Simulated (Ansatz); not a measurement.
Mg2H2Cl2⁻, that is (HMg-mu-Cl)2 with one electron more, relaxed as a doublet with UKS PBE0-D4/def2-SVPD in Ansatz, starting from the PBE0-D4/def2-SVP geometry of the neutral singlet. Force threshold 0.02 eV/Å.

Start:

```csv
atom,x (Å),y (Å),z (Å)
Mg1,0.853,1.322,0.611
H2,1.706,2.641,1.226
Cl3,-1.471,0.831,0.257
Mg4,-0.853,-1.322,-0.612
H5,-1.707,-2.645,-1.218
Cl6,1.472,-0.828,-0.264
```

(1) Estimate the energy that the relaxation releases and the steps that it takes.

(2) Does the start keep its bonding and symmetry?

(3) Predict the relaxed structure.

## Answers

(1) 0.94 eV, in 10 steps; 39 s on 2 threads of Intel Xeon 6975P-C on a shared host. No frequencies were taken in this run, so the end may be a saddle point.

(2) By distances, no bond broke or formed. The bond that changes most is Mg1–Cl3, from 2.40 to 2.50 Å (atoms count from 1). Point group D2h at the start, C2v at the end, both within 0.05 Å.

(3) 
| atom | x (Å) | y (Å) | z (Å) |
| --- | --- | --- | --- |
| Mg1 | 0.7120 | 0.9999 | 0.8380 |
| H2 | 1.5895 | 2.3496 | 1.4964 |
| Cl3 | -1.4628 | 1.1249 | -0.3910 |
| Mg4 | -0.7504 | -1.2649 | -0.2107 |
| H5 | -1.6315 | -2.6398 | -0.8094 |
| Cl6 | 1.5432 | -0.5697 | -0.9231 |
Bond lengths (bridged metal pairs left out): 4 × Cl–Mg 2.50 Å; 2 × H–Mg 1.74 Å.
